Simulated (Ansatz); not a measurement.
`[OH][Sn][Br]`. Charge 0, multiplicity 1. Sn takes the def2 core potential.

(1) What are the harmonic wavenumbers in cm⁻¹ at PBE0-D4/def2-TZVP (Ansatz, finite differences of forces, unscaled)? (Best estimate.)

(2) Is this a minimum?

(3) Give the ideal-gas thermochemistry at 298.15 K and 1 bar (rigid rotor, harmonic oscillator; point group Cs, symmetry number 1).

(4) Rotational constants (cm⁻¹)?

## Answers

(1) The calculation gave: 146, 244, 379, 604, 731, 3873.

(2) Yes, all 6 modes are real.

(3) Zero-point energy 35.7 kJ/mol; H(298) − E = 50.2 kJ/mol; entropy 316.3 J/(mol·K), of which translation 175.9, rotation 114.2, vibration 26.2; G(298) − E = -44.1 kJ/mol.

(4) 0.2981, 0.05074, 0.04336.
